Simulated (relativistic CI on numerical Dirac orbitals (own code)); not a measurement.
What each ingredient does to the levels of Cu¹⁹⁺

Base calculation: Dirac-Coulomb-Breit CI, KLI orbitals optimised for each configuration, QED by a radiative potential, unscaled Slater integrals.

Configuration list (outside the closed core 1s2): 2s2 2p6, 2s2 2p5 3s, 2s2 2p5 3p, 2s2 2p5 3d, 2s 2p6 3s, 2s 2p6 3p, 2s 2p6 3d, 2s2 2p5 4s, 2s2 2p5 4p, 2s2 2p5 4d, 2s2 2p5 4f, 2s 2p6 4s, 2s2 2p4 3s2, 2s 2p6 4p, 2s 2p6 4d, 2s2 2p4 3s 3p. Levels of other configurations are missing.

Variants: (1) valence Slater integrals scaled by 0.9; (2) QED terms removed; (3) non-relativistic limit. Shifts of the energy above 2s2 2p6 1S_0, in eV, for the lowest level and the first level of each name with at least 55 % of one term (blank where a level changes its place among those of its configuration and J or its character, or is not in the variant):

```csv
Level,Base,Δ(1),Δ(2),Δ(3)
2s2 2p6 1S_0,0.00,0.00,0.00,0.00
2s2 2p5 3s 3P°_2,962.98,+0.15,-0.15,+7.82
2s2 2p5 3s 1P°_1,965.36,-0.07,-0.15,
2s2 2p5 3s 3P°_0,983.78,+0.17,-0.19,-12.99
2s2 2p5 3s 3P°_1,985.16,+0.01,-0.19,
2s2 2p5 3p 3S_1,999.36,+0.70,0.00,+2.14
2s2 2p5 3p 3D_2,1002.96,+0.09,0.00,+5.32
2s2 2p5 3p 3D_3,1006.30,+0.22,-0.01,+1.99
2s2 2p5 3p 3P_2,1009.84,-0.13,-0.01,
2s2 2p5 3p 3P_0,1018.10,-0.43,-0.02,-6.14
2s2 2p5 3p 3D_1,1023.00,+0.14,-0.04,
2s2 2p5 3p 3P_1,1028.16,+0.08,-0.05,
2s2 2p5 3p 1S_0,1043.33,-2.47,-0.03,-6.44
2s2 2p5 3d 3P°_0,1053.92,+0.62,0.00,+1.52
2s2 2p5 3d 3P°_1,1055.27,+0.52,0.00,+0.17
2s2 2p5 3d 3F°_4,1057.78,+0.26,0.00,+0.94
2s2 2p5 3d 3P°_2,1057.80,+0.33,0.00,-2.36
2s2 2p5 3d 3F°_3,1058.53,+0.11,0.00,+0.18
2s2 2p5 3d 3D°_3,1062.22,-0.17,0.00,
2s2 2p5 3d 3D°_1,1068.94,-0.61,-0.01,-5.40
2s2 2p5 3d 3F°_2,1079.13,+0.11,-0.05,
2s2 2p5 3d 1P°_1,1089.53,-1.22,-0.04,-11.16
```

At this charge energies of transitions that change n are usually good to better than 1 %, and those within a shell (Δn = 0) to a few per cent.

Ionisation energy from the two ground configurations alone: base 1687.76 eV. The NIST ASD value (semi-empirical) is 1690.5 eV.

LS names give the leading component of a level, which can be under half, so a name can repeat, a term be missing and a line seem to break the LS rules.
